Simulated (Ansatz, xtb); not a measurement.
# C6H10O2: which of two isomers lies lower

We compare a, `CO[C@@H]1C(=O)C[C@@H]1C`, a singlet, with b, `CO[C@@H]1C(=O)C[C@H]1C`, a singlet. Both are isolated molecules in the gas phase, relaxed with B3LYP-D3(BJ)/def2-SVP; the shapes shown needn't be the lowest conformers.

a (Å):

```xyz
18

C    -0.7958   -1.3545   -1.2251
C    -0.1875    0.6142   -0.0996
C     1.3118    0.4749    0.2379
C     1.2535    1.7106    1.1448
C    -0.2987    1.5430    1.1491
C    -0.8335    0.8233    2.3798
O    -0.9968   -0.5132   -0.1084
O     2.1344   -0.3728    0.0273
H    -1.4881   -2.2023   -1.1255
H     0.2395   -1.7325   -1.2677
H    -1.0174   -0.8243   -2.1733
H    -0.2913    1.2058   -1.0367
H     1.6012    2.6175    0.6240
H     1.7820    1.6245    2.1063
H    -0.8614    2.4688    0.9622
H    -0.7709    1.4728    3.2670
H    -1.8822    0.5260    2.2337
H    -0.2600   -0.0946    2.5857
```

b (Å):

```yaml
atoms:
  - { symbol: C, position_ang: [1.5271, 0.5097, -2.1748] }
  - { symbol: C, position_ang: [-0.1557, -0.9221, -1.3839] }
  - { symbol: C, position_ang: [-1.3819, -0.7188, -2.2977] }
  - { symbol: C, position_ang: [-2.2665, -1.5246, -1.3397] }
  - { symbol: C, position_ang: [-1.1520, -1.3288, -0.2661] }
  - { symbol: C, position_ang: [-0.7801, -2.4871, 0.6411] }
  - { symbol: O, position_ang: [0.6767, 0.1537, -1.1043] }
  - { symbol: O, position_ang: [-1.5920, -0.0402, -3.2649] }
  - { symbol: H, position_ang: [2.1352, 1.3624, -1.8415] }
  - { symbol: H, position_ang: [2.2046, -0.3251, -2.4461] }
  - { symbol: H, position_ang: [0.9529, 0.8009, -3.0706] }
  - { symbol: H, position_ang: [0.4177, -1.8111, -1.7349] }
  - { symbol: H, position_ang: [-3.2692, -1.1175, -1.1436] }
  - { symbol: H, position_ang: [-2.3644, -2.5745, -1.6652] }
  - { symbol: H, position_ang: [-1.3652, -0.4209, 0.3204] }
  - { symbol: H, position_ang: [0.1168, -2.2464, 1.2337] }
  - { symbol: H, position_ang: [-1.5947, -2.7259, 1.3432] }
  - { symbol: H, position_ang: [-0.5651, -3.3955, 0.0536] }
```

Quicker runs give these differences E(b) − E(a): GFN2-xTB −0.051 eV; HF/STO-3G −0.034 eV (at GFN2-xTB geometries); r2SCAN-D4/def2-SVP +0.008 eV (at GFN2-xTB geometries).

Q: Which of the two would you expect CCSD(T)/def2-SVP + ΔMP2/def2-TZVPP electronic energies to favour?

A: CCSD(T)/def2-SVP + ΔMP2/def2-TZVPP gives E(b) − E(a) = −0.006 eV, slightly favouring structure b, which is too small a margin to settle the true order.

Level by level:

```tsv
level	geometry	E(b) − E(a) (eV)	departure from the last row (eV)	job, with rough time for the two
GFN2-xTB	GFN2-xTB	−0.051	−0.045	optimisation, 0.85 s
HF/STO-3G	GFN2-xTB	−0.034	−0.029	single point, 2.3 s
r2SCAN-D4/def2-SVP	GFN2-xTB	+0.008	+0.014	single point, 14 s
B3LYP-D3(BJ)/def2-SVP	B3LYP-D3(BJ)/def2-SVP	+0.001	+0.006	optimisation, 5.8 min
HF/def2-SVP	B3LYP-D3(BJ)/def2-SVP	−0.017	−0.011	part of the CCSD(T) run
MP2/def2-SVP	B3LYP-D3(BJ)/def2-SVP	+0.016	+0.022	part of the CCSD(T) run
CCSD(T)/def2-SVP	B3LYP-D3(BJ)/def2-SVP	+0.008	+0.014	single point
CCSD(T)/def2-SVP + ΔMP2/def2-TZVPP	B3LYP-D3(BJ)/def2-SVP	−0.006		single point, 8.2 min
```

As drawn, both hold the same kinds of bond in the same numbers.

The largest departure from CCSD(T)/def2-SVP + ΔMP2/def2-TZVPP is that of GFN2-xTB, 0.045 eV. The last row adds to CCSD(T) the change of the MP2 difference between the two basis sets, here −0.014 eV.

With thermal terms from frequencies at re-optimised GFN2-xTB minima (ideal gas, soft modes damped towards free rotors, one conformer each, 298.15 K, 1 atm): the zero-point term adds −0.002 eV; ΔH is −0.007 and ΔG −0.009 eV.

The correlated steps freeze 8 core orbitals. Codes used: Ansatz 0.2.0, xtb 6.7.1; the last row on 2 threads of Intel(R) Xeon(R) Processor @ 2.50GHz (Skylake/Cascade Lake) on a shared host.
